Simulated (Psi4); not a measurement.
arsenic trifluoride (AsF$_{3}$), singlet, at a GFN2-xTB geometry; Psi4 with PBE/cc-pVDZ.

Psi4 was given this input:
```
memory 2 GB

molecule {
0 1
  F    -0.84302752   -1.17072944   -0.50769894
  As    0.01319427   -0.00551619    0.42391172
  F     1.41634737   -0.12051314   -0.56435604
  F    -0.62169883    1.31146860   -0.48228800
}

set basis cc-pvdz
set scf_type pk
set puream true
set d_convergence 1e-8
set dft_radial_points 99
set dft_spherical_points 590

energy('pbe')
print_variables()
```

Output, abridged:

```
   => Loading Basis Set <=

    Name: CC-PVDZ
    Role: ORBITAL
    Keyword: BASIS

         ---------------------------------------------------------
                                   SCF
               by Justin Turney, Rob Parrish, Andy Simmonett
                          and Daniel G. A. Smith
                              RKS Reference
         ---------------------------------------------------------

  ==> Geometry <==

    Molecular point group: c1
    Full point group: C1

    Geometry (in Angstrom), charge = 0, multiplicity = 1:

       Center              X                  Y                   Z               Mass
    ------------   -----------------  -----------------  -----------------  -----------------
         F           -0.843553703009    -1.170509455377    -0.524604348284    18.998403162730
         AS           0.012668086991    -0.005296205377     0.407006311716    74.921594570000
         F            1.415821186991    -0.120293155377    -0.581261448284    18.998403162730
         F           -0.622225013009     1.311688584623    -0.499193408284    18.998403162730

  Running in c1 symmetry.

  Rotational constants: A =      0.19209  B =      0.19209  C =      0.14286 [cm^-1]
  Rotational constants: A =   5758.82026  B =   5758.82023  C =   4282.94820 [MHz]
  Nuclear repulsion =  325.708044190184864

  Charge       = 0
  Multiplicity = 1
  Electrons    = 60
  Nalpha       = 30
  Nbeta        = 30

  ==> Algorithm <==

  SCF Algorithm Type is PK.
  DIIS enabled.
  MOM disabled.
  Fractional occupation disabled.
  Guess Type is SAD.
  Energy threshold   = 1.00e-06
  Density threshold  = 1.00e-08
  Integral threshold = 1.00e-12

  ==> Primary Basis <==

  Basis Set: CC-PVDZ
    Blend: CC-PVDZ
    Number of shells: 29
    Number of basis functions: 69
    Number of Cartesian functions: 74
    Spherical Harmonics?: true
    Max angular momentum: 2

  ==> DFT Potential <==

   => LibXC <=

    Version 7.1.2
    S. Lehtola, C. Steigemann, M. J. T. Oliveira, and M. A. L. Marques,  SoftwareX 7, 1–5 (2018) (10.1016/j.softx.2017.11.002)

   => Composite Functional: PBE <=

    PBE GGA Exchange-Correlation Functional

    J.P. Perdew et. al., Phys. Rev. Lett., 77(18), 3865-3868, 1996

    Deriv               =              1
    GGA                 =           TRUE
    Meta                =          FALSE

    Exchange Hybrid     =          FALSE
    MP2 Hybrid          =          FALSE

   => Exchange Functionals <=

    1.0000     XC_GGA_X_PBE

   => Correlation Functionals <=

    1.0000     XC_GGA_C_PBE

   => LibXC Density Thresholds  <==

    XC_GGA_C_PBE:  1.00E-12
    XC_GGA_X_PBE:  1.00E-15

   => Molecular Quadrature <=

    Radial Scheme          =       TREUTLER
    Pruning Scheme         =           NONE
    Nuclear Scheme         =       TREUTLER

    Blocking Scheme        =         OCTREE
    BS radius alpha        =              1
    Pruning alpha          =              1
    Radial Points          =             99
    Spherical Points       =            590
    Total Points           =         223127
    Total Blocks           =           1672
    Max Points             =            256
    Max Functions          =             69
    Weights Tolerance      =       1.00E-15

  ==> Integral Setup <==

  Using in-core PK algorithm.
   Calculation information:
      Number of atoms:                   4
      Number of AO shells:              29
      Number of primitives:            156
      Number of atomic orbitals:        74
      Number of basis functions:        69

      Integral cutoff                 1.00e-12
      Number of threads:                 1

  Performing in-core PK
  Using 5834640 doubles for integral storage.
  We computed 92616 shell quartets total.
  Whereas there are 94830 unique shell quartets.

  ==> DiskJK: Disk-Based J/K Matrices <==

    J tasked:                  Yes
    K tasked:                   No
    wK tasked:                  No
    Schwarz Cutoff:          1E-12

  Minimum eigenvalue in the overlap matrix is 4.0795989173E-02.
  Reciprocal condition number of the overlap matrix is 1.3989097505E-02.
    Using symmetric orthogonalization.

  ==> Pre-Iterations <==

  SCF Guess: Superposition of Atomic Densities via on-the-fly atomic UHF (no occupation information).

   -------------------------
    Irrep   Nso     Nmo
   -------------------------
     A         69      69
   -------------------------
    Total      69      69
   -------------------------

  ==> Iterations <==

                        Total Energy        Delta E     RMS |[F,P]|

   @RKS iter SAD: -2531.60463184379250   -2.53160e+03   0.00000e+00
   @RKS iter   1: -2534.51083912073409   -2.90621e+00   1.42774e-02 DIIS/ADIIS
   @RKS iter   2: -2534.70012513184702   -1.89286e-01   9.96046e-03 DIIS/ADIIS
   @RKS iter   3: -2534.83480377205751   -1.34679e-01   8.39401e-04 DIIS/ADIIS
   @RKS iter   4: -2534.83575903787096   -9.55266e-04   3.03681e-04 DIIS/ADIIS
   @RKS iter   5: -2534.83583409567973   -7.50578e-05   2.00627e-04 DIIS/ADIIS
   @RKS iter   6: -2534.83590616572974   -7.20701e-05   2.57168e-06 DIIS
   @RKS iter   7: -2534.83590618605785   -2.03281e-08   8.72777e-07 DIIS
   @RKS iter   8: -2534.83590618823109   -2.17324e-09   3.69329e-08 DIIS
   @RKS iter   9: -2534.83590618822836    2.72848e-12   5.67223e-08 DIIS
   @RKS iter  10: -2534.83590618823428   -5.91172e-12   2.59738e-09 DIIS
  Energy and wave function converged.

  ==> Post-Iterations <==

   Electrons on quadrature grid:
      Ntotal   =   59.9999983352 ; deviation = -1.665e-06

    Orbital Energies [Eh]
    ---------------------

    Doubly Occupied:

[...]
    Virtual:

[...]
    Final Occupation by Irrep:
              A
    DOCC [    30 ]
    NA   [    30 ]
    NB   [    30 ]

  @RKS Final Energy: -2534.83590618823428

   => Energetics <=

    Nuclear Repulsion Energy =            325.7080441901848644
    One-Electron Energy =               -4179.7297449638253966
    Two-Electron Energy =                1433.0892658043733263
    DFT Exchange-Correlation Energy =    -113.9034712189672689
    Empirical Dispersion Energy =           0.0000000000000000
    VV10 Nonlocal Energy =                  0.0000000000000000
    Total Energy =                      -2534.8359061882342758

Computation Completed

Properties will be evaluated at   0.000000,   0.000000,   0.000000 [a0]

Properties computed using the SCF density matrix

 Multipole Moments:

 ------------------------------------------------------------------------------------
     Multipole            Electronic (a.u.)      Nuclear  (a.u.)        Total (a.u.)
 ------------------------------------------------------------------------------------

 L = 1.  Multiply by 2.5417464519 to convert [e a0] to [Debye]
 Dipole X            :          0.0906296           -0.0596603            0.0309693
 Dipole Y            :         -0.0378896            0.0249425           -0.0129471
 Dipole Z            :          2.9117902           -1.9167956            0.9949946
 Magnitude           :                                                    0.9955606

 ------------------------------------------------------------------------------------

  Variable Map:
  ----------------------------------------------------------------------------
[...]
  Array Variable Map:
  ----------------------------------------------------------------------------
[...]
[...]
```
